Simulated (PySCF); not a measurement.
A structure optimised at B3LYP-D3(BJ)/def2-SVP, used in a PySCF frequency run:

```xyz
19

C     -2.0704    -1.6139    -0.0618
Si    -1.7691     0.1506    -0.6304
C     -2.7265     1.3794     0.4244
N     -0.0597     0.5306    -0.4918
Si     1.3676    -0.4722    -0.5678
Si     2.8329     0.1887     1.1498
H     -1.5677    -2.3493    -0.7089
H     -1.7115    -1.7644     0.9692
H     -3.1509    -1.8320    -0.0850
H     -2.2491     0.2810    -2.0449
H     -3.8117     1.2018     0.3448
H     -2.4392     1.2928     1.4849
H     -2.5378     2.4177     0.1042
H      0.1373     1.5307    -0.4807
H      2.0881    -0.3959    -1.8806
H      0.9511    -1.8902    -0.3733
H      3.0824     1.6609     1.0524
H      4.1501    -0.5140     1.0772
H      2.2187    -0.0842     2.4846
```
Charge 0, spin multiplicity 1.

Question: Write its SMILES and formula.

Answer: C[SiH](C)N[SiH2][SiH3], C2H13NSi3

Question: What are its rotational constants (standard atomic weights)?

Answer: 3.1311, 0.76182, 0.70445 GHz
